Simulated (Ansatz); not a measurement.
Consider the atomization: `BNCC=C` → B• + 3 C• + 8 H• + N•.

Computed with Ansatz on PBE0-D4/def2-TZVP structures; ΔE is electronic, products minus reactants. CCSD(T)/CBS adds triple-zeta CCSD(T) − MP2 to the extrapolated MP2 energy (def2 sets, frozen cores). This one scheme is used for every species, atoms too. Functionals use def2-TZVPP. HSE06 is defined as in plane-wave codes. Open shells (•) are unrestricted, without spin–orbit coupling. Spin–orbit coupling would lower the free atoms: a little for B, C. Each species was taken in one conformer, which may not be the lowest.

`BNCC=C`:

Z-matrix (Å, degrees):
```
C
N 1 1.450
C 1 1.495 2 112.1
H 1 1.096 2 110.6 3 122.4
H 1 1.094 2 107.0 3 -120.9
B 2 1.384 1 127.0 3 118.4
H 2 1.009 1 113.2 3 -59.7
C 3 1.325 1 124.2 2 121.5
H 3 1.088 1 115.7 2 -57.7
H 6 1.197 2 118.8 1 -179.1
H 6 1.198 2 118.8 1 0.9
H 8 1.084 3 121.8 1 179.8
H 8 1.086 3 121.3 1 0.3
```

```
          level  ΔE (kJ/mol)
         PBE-D4       5281.4
      revPBE-D4       5161.0
        ωB97M-V       5184.0
       PBE-QIDH       5145.0
         revPBE       5086.0
        r2SCANh       5139.6
          HSE06       5186.5
CCSD/def2-TZVPP       4960.5
```

Q: What does CCSD(T)/CBS give? (Estimate.)

A: The calculation gave: +5148.1 kJ/mol. The listed levels differ from it by 133.3, 12.9, 35.9, -3.1, -62.1, -8.5, 38.4, -187.6 kJ/mol.

Largest T1 diagnostic among the species: 0.014.

From PBE to PBE0 (25 % exact exchange), in def2-TZVPP and without D4, ΔE moves by −78.6 kJ/mol: exact exchange takes away binding that semilocal exchange gives to molecules. In def2-TZVPP, CCSD(T) changes the Hartree–Fock value by +1182.3 kJ/mol (the triples alone add +69.5 kJ/mol) and MP2 by +1246.6 kJ/mol; breaking electron pairs costs correlation energy, which Hartree–Fock lacks.

For atomizations the MP2-based limit and the directly extrapolated one differ by several kJ/mol either way, and by 10 to 25 for some Ge, Se and Sn compounds, so smaller differences from it don't rank the levels.
